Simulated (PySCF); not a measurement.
CH5ClF2Si2, SMILES FC[Si@](F)([SiH3])Cl. Geometry optimised at B3LYP-D3(BJ)/def2-SVP. The structure was generated by enumeration; whether it is a known compound was not checked. One conformer was computed; it need not be the lowest.

Computed equilibrium geometry at B3LYP-D3(BJ)/def2-SVP (PySCF confirms it by a frequency run) as a Z-matrix (one conformer of several):
```
Si
F 1 1.6292
C 1 1.8922 2 108.62
F 3 1.3941 1 107.28 2 79.83
H 3 1.1044 4 109.21 1 -120.25
H 3 1.1046 5 108.01 4 118.95
Cl 1 2.0761 2 107.35 3 -116.06
Si 1 2.3386 2 110.15 3 122.23
H 8 1.4887 1 109.91 2 -53.92
H 8 1.4898 9 110.13 1 -121.03
H 8 1.4909 9 109.79 10 -120.85
```
